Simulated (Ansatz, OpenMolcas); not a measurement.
# From OpenMolcas to Ansatz

OpenMolcas 26.06 runs this on B3N3H6 (SMILES B1NBNBN1):

mol.inp:
```
&GATEWAY
  BasLib=$CurrDir
  BasisSet
  B.def2-SVP....
  B1 -0.725600 -1.223220 0.253660 angstrom
  B3 1.265120 0.238610 0.655490 angstrom
  B5 -0.539530 0.984630 -0.909140 angstrom
  End of Basis
  BasisSet
  N.def2-SVP....
  N2 0.524170 -0.956610 0.883320 angstrom
  N4 0.704960 1.188460 -0.246430 angstrom
  N6 -1.229160 -0.231820 -0.636840 angstrom
  End of Basis
  BasisSet
  H.def2-SVP....
  H7 -1.326890 -2.236960 0.463830 angstrom
  H8 0.899850 -1.642240 1.516360 angstrom
  H9 2.313570 0.436330 1.198680 angstrom
  H10 1.210210 2.040210 -0.423070 angstrom
  H11 -0.986620 1.800580 -1.662600 angstrom
  H12 -2.110080 -0.397960 -1.093280 angstrom
  End of Basis

&SEWARD

&SCF
  Thresholds=1e-10 1e-07 1e-07 1e-05
  PrOrbitals=0

&ALASKA
```

```bash
$ export MOLCAS_MEM=1860
$ pymolcas mol.inp > mol.log
```

(Basis files named in the input come from the Basis Set Exchange and aren't shown.)

Geometry: relaxed at PBE0-D4/def2-TZVP. This is one conformer, not always the lowest.

It gives a total energy of -240.982047 Eh.

**Question.** Write the same calculation for Ansatz 0.2.0 as an input file of the program's own, asking for the energy.

**Answer.** For example:

run.yaml:
```yaml
basis:
  gaussian:
    orbitals: def2-SVP
crystal:
  periodic: [false, false, false]
  atoms:
    - {symbol: B, position_ang: [-0.725600, -1.223220, 0.253660]}
    - {symbol: N, position_ang: [0.524170, -0.956610, 0.883320]}
    - {symbol: B, position_ang: [1.265120, 0.238610, 0.655490]}
    - {symbol: N, position_ang: [0.704960, 1.188460, -0.246430]}
    - {symbol: B, position_ang: [-0.539530, 0.984630, -0.909140]}
    - {symbol: "N", position_ang: [-1.229160, -0.231820, -0.636840]}
    - {symbol: H, position_ang: [-1.326890, -2.236960, 0.463830]}
    - {symbol: H, position_ang: [0.899850, -1.642240, 1.516360]}
    - {symbol: H, position_ang: [2.313570, 0.436330, 1.198680]}
    - {symbol: H, position_ang: [1.210210, 2.040210, -0.423070]}
    - {symbol: H, position_ang: [-0.986620, 1.800580, -1.662600]}
    - {symbol: H, position_ang: [-2.110080, -0.397960, -1.093280]}
hamiltonian:
  xc: hf
accuracy: high
output:
  orbitals: {seedname: orbitals}
```

```bash
$ ansatz run run.yaml --threads 1 --pin off --max-ram 3480MiB --events-out events.jsonl --progress --plain --runs-dir runs
```

Its energy is -240.982047 Eh, the same as the first but for the last digit, at most.
